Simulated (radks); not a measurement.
Results of a calculation; reference values are marked as such.
Spherical quantum dot in the effective-mass picture: electrons in a parabolic well V = omega^2 r^2 / 2 with omega = 0.623, all in effective atomic units (hartree* = m*/eps^2 hartree, bohr* = eps/m* bohr), one dielectric constant everywhere. Level of theory: non-relativistic Kohn-Sham, r2SCAN, spin-polarised, spherical densities, generalised Kohn-Sham scheme (a radial shooting solver with Libxc functionals). Levels are named by radial order and angular momentum (1s, 1p, 1d, 2s, ...), and open shells are averaged over m.

N = 11, configuration 1s2 1p6 1d(up 3, down 0). This is the lowest configuration that the search found. Occupied levels:

level    occupation  eigenvalue (hartree*)  <r> (bohr*)
1s up             1                 4.9424        2.066
1s down           1                 4.9705        1.968
1p up             3                 5.2600        2.511
1p down           3                 5.3252        2.466
1d up             3                 5.6432        2.836

Energy (hartree*): total 38.1506, kinetic 5.4992, external 14.629, Hartree 21.739, exchange-correlation -3.7168.
